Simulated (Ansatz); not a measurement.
BH3S (SMILES BS) moved off its minimum; all values from Ansatz (a first-principles code), cores frozen in correlated methods.
(charge 0, multiplicity 1)
```xyz
5

B     -0.80093    -0.96584     0.17100
H     -0.46333    -1.92972     0.51913
H     -1.90857    -0.74629    -0.00747
S      0.45967     0.39563    -0.00403
H     -0.26285     1.30296    -0.38656
```

Forces at r2SCAN/def2-TZVPP (eV/Å):

```csv
atom,Fx,Fy,Fz
B1,0.857,4.080,-0.824
H2,1.354,-3.057,1.036
H3,-1.143,0.373,-0.361
S4,1.678,-4.573,1.499
H5,-2.745,3.177,-1.351
```

### Question
Give the forces (eV/Å), the total energy and the dipole at CCSD(T)/aug-cc-pV(T+d)Z.

### Answer

```tsv
atom	Fx	Fy	Fz
B1	0.779	4.019	-0.813
H2	1.348	-3.089	1.041
H3	-1.152	0.366	-0.361
S4	1.724	-4.405	1.459
H5	-2.699	3.109	-1.325
```
Energy -424.3223 hartree, dipole 0.74 D.
